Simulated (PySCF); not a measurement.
Telling isomers of C5H7ClO2Si apart by NMR

[PySCF 2.14: σ from GIAO-PBE0/pcSseg-1; GFN2-xTB geometry; rapidly exchanging positions averaged; single conformer; gas phase; no relativistic terms]

Scale: ¹H (σref 31.72), ¹³C (σref 186.93) against TMS (reference shieldings calculated alike). Where no couplings were computed, multiplicities follow the n + 1 count of equivalent neighbours, and m marks all less simple cases (inequivalent or close neighbours, rings, F or P nearby). Shifts are as computed. Against solution values, carbons near 30 ppm lie about +3 ppm off and those near 130 ppm about +5 ppm; carbons on Cl a further +6 ppm. Of 1211 compounds with measured shifts, 218 miss one by over three times the rms of a fit or turn the order of signals round; such compounds aren't used in these exercises. Carbons bonded to Cl come out too deshielded. OH and NH positions are gas-phase values without hydrogen bonding to other molecules.

(1) Tabulate the signals of `O=CO[C@]1([SiH3])C=C(Cl)C1`, `O[C@H]1C=C[SiH2]O/C1=C/Cl`, `CC(=O)OC1=C[SiH2][C@H]1Cl` and their relative energies.

(2) What is the quickest way to tell O=CO[C@]1([SiH3])C=C(Cl)C1 from O[C@H]1C=C[SiH2]O/C1=C/Cl?

(3) What is the quickest way to tell O=CO[C@]1([SiH3])C=C(Cl)C1 from CC(=O)OC1=C[SiH2][C@H]1Cl?

(4) What is the quickest way to tell O[C@H]1C=C[SiH2]O/C1=C/Cl from CC(=O)OC1=C[SiH2][C@H]1Cl?

## Answers

(1) 
| SMILES | carbon types | δC | δH | E rel. (kcal/mol) |
| --- | --- | --- | --- | --- |
| O=CO[C@]1([SiH3])C=C(Cl)C1 | 2×C 2×CH 1×CH2 | 169.0, 149.6, 144.4, 68.0, 52.9 | 8.01 (s, 1H), 6.10 (s, 1H), 4.35 (s, 3H), 3.10 (m, 1H), 2.92 (m, 1H) | 22.6 |
| O[C@H]1C=C[SiH2]O/C1=C/Cl | 1×C 4×CH | 158.9, 158.9, 141.7, 111.1, 66.2 | 7.66 (m, 1H), 6.60 (m, 1H), 5.84 (s, 1H), 5.71 (m, 1H), 5.69 (m, 1H), 5.02 (m, 1H), 0.71 (br s, 1H) | 0.0 |
| CC(=O)OC1=C[SiH2][C@H]1Cl | 2×C 2×CH 1×CH3 | 175.0, 166.0, 122.4, 53.9, 24.1 | 6.31 (m, 1H), 4.90 (m, 1H), 4.59 (m, 1H), 4.39 (m, 1H), 2.26 (s, 3H) | 0.6 |

Energies are electronic energies at PBE0/pcSseg-1 on these geometries, without zero-point or thermal terms, each for the one conformer computed, which needn't be the lowest.

(2) Both give the same number of carbon signals, but DEPT or the intensities differ. The first has an allylic fully substituted sp3 carbon bonded to O and Si (C) at 68.0 ppm, the second an allylic sp3 CH bonded to O at 66.2 ppm. Their most deshielded carbons lie at 169.0 and 158.9 ppm.

(3) Both give the same number of carbon signals, but DEPT or the intensities differ. The first has an allylic fully substituted sp3 carbon bonded to O and Si (C) at 68.0 ppm, the second an allylic sp3 CH bonded to Cl and Si at 53.9 ppm. Their most deshielded carbons lie at 169.0 and 175.0 ppm. In the proton spectra the most deshielded non-exchanging signals are 8.01 (s, 1H) and 6.31 (m, 1H).

(4) Both give the same number of carbon signals, but DEPT or the intensities differ. The first has an alkene CH at 158.9 ppm, the second a methyl carbon α to a carbonyl (CH3) at 24.1 ppm. Their most deshielded carbons lie at 158.9 and 175.0 ppm. In the proton spectra the most deshielded non-exchanging signals are 7.66 (m, 1H) and 6.31 (m, 1H).
